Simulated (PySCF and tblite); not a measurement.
Results of a calculation; reference values are marked as such.
C₆H₁₂O₂, numbered as in [CH3:1][O:2][CH:3]1[CH2:4][CH2:5][O:6][CH2:7][CH2:8]1.

Search: ETKDG and KDG, MMFF94s, GFN2-xTB, 90 starts; geometries at PBE0-D3(BJ)/def2-SVP. Energies: PBE0-D3(BJ)/def2-TZVP, with GFN2-xTB thermal terms (modes under about 100 cm⁻¹ blended into free rotors). Symmetry numbers and mirror images are counted. Conformers within 4 kcal/mol (GFN2-xTB free energy) were kept, 5 at most. Programs: PySCF with density fitting and tblite.

Torsions listed: C1–O2–C3–C4. The 6-ring runs over atoms 3–4–5–6–7–8. Of a mirror pair one member is shown.

| conformer | shape | symmetry | E(GFN2) kcal/mol |
| --- | --- | --- | --- |
| 1 | 6-ring chair (all substituents equatorial); 166° | C1 (pair) | 0.00 |
| 2 | 6-ring chair (all substituents equatorial); -63° | Cs | 0.61 |
| 3 | 6-ring chair (O2 axial); 166° | C1 (pair) | 0.48 |

**Question.** Which of these conformers is the most populated at 298.15 K, and with what share?

**Answer.** Conformer 1, about 75 %.

**Question.** Give the DFT energies and free energies relative to the lowest, and all weights.

**Answer.** 
| conformer | shape | E(DFT) kcal/mol | G(298.15 K) kcal/mol | weight % |
| --- | --- | --- | --- | --- |
| 1 | 6-ring chair (all substituents equatorial); 166° | 0.00 | 0.00 | 75.1 |
| 2 | 6-ring chair (all substituents equatorial); -63° | 2.04 | 2.63 | 0.9 |
| 3 | 6-ring chair (O2 axial); 166° | 0.55 | 0.67 | 24.1 |

**Question.** How does its share change from 200 K to 400 K?

**Answer.** From 83 % to 69 %; the mixing entropy goes from 2.28 to 2.72 cal/(mol K).
